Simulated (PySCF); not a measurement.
Vertical excitations of a molecule C3H6BFO from PySCF 2.14.0 with TDDFT-PBE0/def2-SVPD, as energy in eV (oscillator strength): 6.82 (0.151), 6.91 (0.027), 7.61 (0.141), 7.86 (0.001), 7.94 (0.043), 7.98 (0.004), 8.34 (0.028), 8.53 (0.055), 8.70 (0.001), 8.95 (0.026). Lowest triplet (TDA): 4.28 eV. Geometry optimised at ωB97X-D3(BJ)/def2-SVP. One conformer was computed; it need not be the lowest.

Which molecule gave these data?
A) C=CB(F)OC
B) C=CCB(O)F
C) CB(O)/C=C/F
D) C=COB(C)F

B, C=CCB(O)F
